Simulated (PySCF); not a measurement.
InF⁺: one state, many levels of theory

State: ²Σ⁺ (doublet), unpaired electrons σ ↑. Set-up: PySCF, scalar-relativistic core potentials, basis sets In def2-TZVPPD with ECP28, F def2-TZVPPD. De refers to In⁺ + F in their high-spin ground configurations, without counterpoise correction. The functionals are run spin-unrestricted. A positive dipole points towards F; it is taken about the centre of mass and depends on that origin. Levels whose curve was spin-contaminated or gave no clean fit are not listed.

| Level | Re (Å) | ωe (cm⁻¹) | De (eV) | μ (D) | CPU s a point (SCF and correlation, without the integrals) |
| --- | --- | --- | --- | --- | --- |
| UHF-CCSD | 1.894 | 630 | 0.89 | n/a | n/a |
| UHF-CCSD(T) | 1.903 | 618 | 1.04 | n/a | 150 |
| PBE | 1.945 | 533 | 1.41 | -3.38 | 1.7 |
| BLYP | 1.969 | 499 | 1.20 | -3.38 | 1.1 |
| BP86 | 1.944 | 533 | 1.36 | -3.36 | 1.1 |
| TPSS | 1.934 | 552 | 1.39 | -3.43 | 2.6 |
| r²SCAN | 1.912 | 586 | 1.40 | -3.48 | 2.6 |
| PBE0 | 1.912 | 576 | 1.13 | -3.67 | 3.5 |
| HSE06 | 1.916 | 571 | 1.11 | -3.67 | 3.3 |
| M06-2X | 1.908 | 611 | 1.09 | -3.86 | 3.8 |
| B2PLYP | 1.915 | 602 | 1.07 | -4.00 | 3.3 |

(1) Which functional lies closest to UHF-CCSD(T) in De, which farthest, and by how much do they differ from it?

(2) What does a quarter of exact exchange do here, going from PBE to PBE0?

(3) What does the triples do here, going from UHF-CCSD to UHF-CCSD(T)?

Correlated steps freeze 5 core orbitals. Spin–orbit coupling is left out, which matters for elements this heavy, above all for dissociation energies. For an ion De counts to the pair picked by the measured ionisation energies or electron affinities, which need not be the lowest pair at this level. B2PLYP dipoles, levels and charges come from its SCF part alone. The state is the lowest determinant that a PBE0 search found; another state may lie lower at other levels.

The whole job (state search and all levels along the bond) took about 14 min on 2 threads of Arm Neoverse V1 (shared host), peak memory 3.5 GiB.

Results:

(1) Closest is B2PLYP (+1.2 pm in Re, -2.6 % in ωe, +0.03 eV in De against UHF-CCSD(T) in the same basis), farthest PBE (+4.2 pm in Re, -13.8 % in ωe, +0.37 eV in De). CCSD(T) converges more slowly with the basis than the functionals do and binds too weakly in this one, so the order can change at the basis-set limit.

(2) PBE0 less PBE: -3.3 pm in Re, +8.1 % in ωe, -0.28 eV in De. Exact exchange removes part of the self-interaction that spreads semilocal densities, and in most molecules shortens and stiffens the bond and lowers De; so it does here.

(3) UHF-CCSD(T) less UHF-CCSD: +0.9 pm in Re, -1.9 % in ωe, +0.15 eV in De. Correlation nearly always deepens the well. The bond lengthens, as in strong covalent bonds, where excitations into antibonding orbitals dominate.
